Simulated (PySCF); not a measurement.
## Te⁺ (tellurium, charge +1) across methods

[Kr] 4d10 5s1 5p3 5d1, high-spin 6D determinant (an excited configuration). All numbers are calculated (PySCF 2.14, scalar relativity through the core potential, in aug-cc-pVTZ-PP with one added diffuse shell each of d, f type with ECP28MDF (6s5p5d3f, 67 functions)).

```tsv
method	E (hartree)	mean ε 5s α (eV)	mean ε 5p α (eV)	mean ε 5d α (eV)	Σ⟨r²⟩ (bohr²)	⟨S²⟩
PBE0	-267.0230	-29.878	-18.700	-6.641	56.84	8.751
BLYP	-266.9305	-27.423	-16.998	-5.757	57.86	8.751
BHandHLYP	-266.9526	-31.731	-19.731	-7.005	57.24	8.751
LDA	-266.5735	-27.933	-17.434	-5.969	57.31	8.751
M06	-267.0456	-29.186	-18.324	-6.538	57.04	8.751
r2SCAN0	-267.1018	-30.581	-19.093	-6.586	56.82	8.752
UHF	-266.14902	-35.624	-22.261	-8.332	57.10	8.753
PBE	-266.9889	-27.707	-17.324	-6.003	57.17	8.751
r2SCAN	-267.1197	-28.657	-17.874	-5.970	56.97	8.752
```

Energies and moments cover only the electrons outside the core potential. The outer electron is Rydberg-like, and this basis confines it to a smaller radius and binds it less than a complete one would.
